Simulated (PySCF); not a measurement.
# Core binding energy against partial charge

C6H11PS.
Bonds: C1–S2, S2–C3, C3–P4, P4–C5 (double), C5–C6 (double), C6–C7, C6–C8. Hydrogens: H9, H10, H11 on C1; H12, H13 on C3; H14, H15, H16 on C7; H17, H18, H19 on C8.

Binding energies: delta-SCF UKS SCAN, pcX-2 on the ionised atom, pcseg-1 elsewhere, spin-free X2C (PySCF). Charges: PBE0/pcSseg-1 ground-state density, for the ionised atom.

```tsv
atom	environment	C 1s (eV)	Mulliken (e)	IAO (e)	Hirshfeld (e)	ESP (e)
C5	central carbon of cumulated double bonds	289.42	-0.212	-0.310	-0.092	-0.162
C6	outer carbon of cumulated double bonds	290.40	-0.389	+0.013	+0.012	+0.366
C3	sp3 carbon bound to sulfur	290.62	-0.533	-0.525	-0.126	+0.030
C7	methyl carbon	290.79	-0.193	-0.407	-0.108	-0.522
C1	S-methyl carbon	291.01	-0.409	-0.501	-0.126	-0.384
```

Give the correlation coefficient and slope of binding energy on charge for each scheme.

Hirshfeld: r = -0.24, slope -2.6 eV per e; ESP: r = -0.28, slope -0.5 eV per e; IAO: r = -0.36, slope -1.0 eV per e; Mulliken: r = -0.43, slope -1.8 eV per e. On 5 points no scheme stands out.

The point-charge model writes a binding energy as kq + V + constant, with V the potential of the other atoms' charges at the site. What does it give with the IAO charges?

V = Σ 14.40 eV Å × q/r over all other atoms: +1.74 eV at C5, -4.11 eV at C6, +5.70 eV at C3, +4.82 eV at C7, +5.94 eV at C1. Fitting binding energy − V to q gives k = 18.2 eV per e and leaves an rms residual of 0.48 eV, against 0.51 eV for the fit on q alone. The model has no term for differences in relaxation between sites.

The unrestricted hole states depart most from a pure doublet (⟨S²⟩ = 0.75; over 0.85 named) for C 1s of C5 (0.88), which makes this value less certain. Geometry: PBE0-D3(BJ)/def2-SVP, one conformer, isolated molecule.

The values belong to the conformer `[CH3:1][S:2][CH2:3][P:4]=[C:5]=[C:6]([CH3:7])[CH3:8]`: C1–S2–C3–P4 71°, S2–C3–P4–C5 -102°.
